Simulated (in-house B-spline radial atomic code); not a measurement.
Ba. Computed with a B-spline radial atomic code. Model: non-relativistic spherical atom: semilocal Troullier-Martins pseudo-atom, one channel per l, against all electrons, high spin, G0W0 and RPA with empty states to l = 8, local potential for every l without a channel, a model core (radius 0 = none) keeps its share of the functional.

Without relativity these are model numbers for so heavy an element.

What the tables leave out is listed at the end.

The pseudopotential gives back the lowest level of each angular momentum of its own functional in the configuration it was made in; a second state of the same l is only approximately right. Exact exchange, RPA and GW see the smooth pseudo-orbitals and miss the exchange with the core, for which the functional's share stands in. The column with an uncorrelated core keeps all orbitals and exact exchange, and so separates missing core correlation from pseudisation. Only the three outermost levels and the lowest empty one were computed. RPA here is direct RPA, with no exchange kernel, and its energies carry an (l + 1/2)⁻⁴ tail. A hybrid on a potential with a model core restores only its own semilocal share of the core's exchange.

Command:
```bash
python run_psgw.py task.json out
```
Settings (lengths in bohr, energies in hartree):
```
Z                      56
electrons              56
configuration          [Xe] 6s2
generated_in           [Xe] 6s2
functional             lda,vwn
core_shells            9
radius_factor          0.9
core_correction        False
ion_configuration      [Xe] 6s1
```

Time taken, with all properties: 78 s on 1 thread of Arm Neoverse N1, with other jobs on the host.

Given: made with LDA VWN5; model core radius 0 bohr; local radius 1.487 bohr; mean-field start PBE0.

Valence shells of the generating configuration: 5s, 5p, 6s.

Channel: s 1.367, p 1.51, d 2.165 (radii in bohr).

Computed: largest level miss in the spin-unpolarised generating configuration 0.072 eV; valence RPA correlation energy all-electron orbitals -0.41752 hartree; valence RPA correlation energy pseudo -0.45439 hartree; all-electron RPA polarisability, core included 172.38 bohr³; pseudo-atom RPA polarisability 164.75 bohr³; ionisation by mean-field all-electron 4.9632 eV; ionisation by RPA pseudo minus all 0.1 eV.

```
     level  occupied  mean-field all-electron (eV)  mean-field pseudo minus all (eV)  G0W0 all-electron (eV)  G0W0 uncorrelated core minus all (eV)  G0W0 pseudo minus all (eV)  exchange self-energy all-electron (eV)  exchange self-energy pseudo (eV)
        6s         1                       -3.5884                            -0.081                 -5.2094                                  0.049                      -0.094                                 -6.0041                           -5.6488
5d (empty)         0                       -1.7333                            -0.018                -0.59825                                  0.066                      -0.035                                 -4.4583                           -3.4328
```

Question: What is the ionisation by mean-field pseudo minus all?

Answer: 0.1 eV.

Question: What is the ionisation by RPA all-electron?

Answer: 5.2939 eV.

Given: mean-field start Hartree-Fock.

Computed: valence RPA correlation energy all-electron orbitals -0.33176 hartree; all-electron RPA polarisability, core included 146.45 bohr³; pseudo-atom RPA polarisability 139.2 bohr³; ionisation by mean-field pseudo minus all 0.099 eV; ionisation by RPA all-electron 4.938 eV; ionisation by RPA pseudo minus all 0.1 eV.

| level | occupied | mean-field all-electron (eV) | mean-field pseudo minus all (eV) | G0W0 all-electron (eV) | G0W0 uncorrelated core minus all (eV) | G0W0 pseudo minus all (eV) | exchange self-energy all-electron (eV) | exchange self-energy pseudo (eV) |
| --- | --- | --- | --- | --- | --- | --- | --- | --- |
| 6s | 1 | -4.2865 | -0.105 | -5.1516 | 0.044 | -0.088 | -5.5793 | -5.3215 |

Question: What is the valence RPA correlation energy pseudo?

Answer: -0.36439 hartree.

Question: What is the ionisation by mean-field all-electron?

Answer: 4.1294 eV.

Among the listed levels the largest G0W0 shift of the pseudo-atom is -0.09 eV, for 6s on the PBE0 start, while leaving the core uncorrelated moves that level by +0.05 eV. The rest, -0.14 eV, comes from pseudisation and the lost core exchange. Not in the tables (levels of low weight, unsolved or above zero; the highest and the empty levels are kept at any weight): the LDA start was refused, since an empty level lay at or below an occupied one; on PBE0 the G0W0 levels 5p (pseudo minus all -0.12 eV, weights 0.19 and 0.30), 5s (pseudo minus all +0.22 eV, weights 0.26 and 0.35); on Hartree-Fock the G0W0 levels 5p (pseudo minus all +0.12 eV, weights 0.75 and 0.88), 5s (pseudo minus all +0.28 eV, weights 0.04 and 0.56).
